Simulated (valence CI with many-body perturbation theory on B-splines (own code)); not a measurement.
**Hyperfine factors and g values of Te21+**

Computed by valence CI with perturbative core correlation (CI+MBPT): three valence electrons over a frozen Dirac-Fock core [Ar] 3d10, a basis of 11 s, 11 p, 9 d, 7 f, 5 g, 2 h, 1 i functions for each j, with the one-electron correlation potential Σ1 (screened to all orders), the two-electron term Σ2, the three-electron term Σ3, Breit, model QED; selected single and double excitations, second order for the rest (own B-spline code, finite nucleus).

No measured spectrum was set against this ion. As an estimate, levels hold to about 250 cm⁻¹ or 0.2 % of their energy and the worst to 1 %, as in measured heavy ions of charge 2 to 7; those with d or f electrons hold less well.

A/g_I is the dipole constant over the nuclear g factor μ/I (μ in nuclear magnetons, uniformly magnetised nucleus), B/Q the quadrupole constant per barn. Both hold the static response of the core; the bare values leave it out. Large factors of s and p1/2 electrons are usually good to 5 to 10 %; those of open d and f shells near neutrality can be off by tens of per cent, and small factors of p3/2, d and f electrons come from cancelling terms and can be off by a factor of two or in sign, in half-filled shells by more. B is blank for J = 1/2, where it vanishes, and for nearly pure S terms. Energies count from the lowest level.

Names give the largest LS component (configuration and term), which can be under half, so a name can repeat, a term be missing and a line seem to break the LS rules; names also repeat where a configuration has a term twice. Letters in brackets count levels of one name in rising energy.

```tsv
Level	E (eV)	g	A/g_I (MHz)	A/g_I bare	B/Q (MHz/b)	B/Q bare
4s2.4p 2P°_1/2	0.00	0.664	80200	76400		
4s2.4p 2P°_3/2	13.86	1.332	13000	12300	24300	23000
4s.4p2 4P_1/2	45.08	2.505	213000	203000		
4s.4p2 4P_3/2	53.90	1.705	67700	64500	19800	18700
4s.4p2 4P_5/2	57.76	1.462	74600	71000	-1950	-1840
4s.4p2 2D_3/2	64.52	0.881	-7000	-6640	26400	25000
4s.4p2 2P_1/2	68.55	1.154	-9860	-9310		
4s.4p2 2D_5/2	71.31	1.336	64500	61400	24000	22700
4s.4p2 2S_1/2	82.39	1.674	246000	234000		
4s.4p2 2P_3/2	83.38	1.274	-28500	-27100	-18500	-17500
4s2.4d 2D_3/2	98.56	0.802	2920	2970	5530	5250
4s2.4d 2D_5/2	101.01	1.200	5860	5730	7220	6850
4p3 2P°_3/2 [a]	113.06	1.361	10100	9750	20700	19600
4p3 4S°_3/2	123.20	1.444	-2940	-2550	-291	-275
4p3 2D°_5/2	123.89	1.196	27500	26300	-4150	-3920
4p3 2P°_1/2	130.75	0.664	76600	72600		
4s.4p.4d 4F°_3/2	133.53	0.456	-25700	-24400	8500	8030
4s.4p.4d 4F°_5/2	136.06	1.049	38400	36700	3760	3550
4p3 2P°_3/2 [b]	140.35	1.311	11300	11000	-19100	-18100
4s.4p.4d 4F°_7/2	140.38	1.254	43900	41900	3180	2990
4s.4p.4d 4P°_5/2	141.63	1.450	42800	41000	5680	5350
4s.4p.4d 4D°_3/2	142.63	1.354	28600	27500	2780	2620
4s.4p.4d 4D°_1/2	142.89	0.332	-93300	-88600		
4s.4p.4d 2F°_5/2 [a]	148.21	0.972	12700	12200	12000	11400
4s.4p.4d 4F°_9/2	148.95	1.333	35700	34200	29700	28100
4s.4p.4d 2D°_3/2 [a]	149.79	0.897	-25500	-24100	-49.2	-31.6
4s.4p.4d 4P°_1/2	152.31	2.367	141000	135000		
4s.4p.4d 4D°_5/2	152.52	1.309	43400	41500	-181	-166
4s.4p.4d 4D°_7/2	152.74	1.380	41400	39500	-160	-133
4s.4p.4d 4P°_3/2	152.79	1.511	55400	53000	-7190	-6790
4s.4p.4d 2D°_5/2 [a]	155.99	1.275	52100	49700	-8390	-7960
4s.4p.4d 2D°_3/2 [b]	159.68	1.077	-9530	-8980	-5210	-4940
4s.4p.4d 2F°_7/2 [a]	161.34	1.143	-3220	-2950	29400	27800
4s.4p.4d 2F°_5/2 [b]	163.95	0.889	-15500	-14600	20300	19200
4s.4p.4d 2F°_7/2 [b]	163.96	1.172	33400	31900	21300	20100
4s.4p.4d 2P°_1/2 [a]	166.21	0.630	-63800	-60400		
4s.4p.4d 2P°_1/2 [b]	167.79	0.665	8280	8110		
4s.4p.4d 2P°_3/2 [a]	169.83	1.083	-6030	-5520	-15600	-14800
4s.4p.4d 2P°_3/2 [b]	169.88	1.229	66600	63600	4640	4380
4s.4p.4d 2D°_5/2 [b]	170.73	1.163	-17200	-16100	-14400	-13600
```

Problem. Take the isotope of mass number 125, with I = 1/2, μ = -0.887 μN. What is the hyperfine structure of 4s2.4p 2P°_1/2?

Solution. From the table A = -142000 MHz. Shifts from the centre of gravity in MHz: F = 0: 106000, F = 1: -35500.
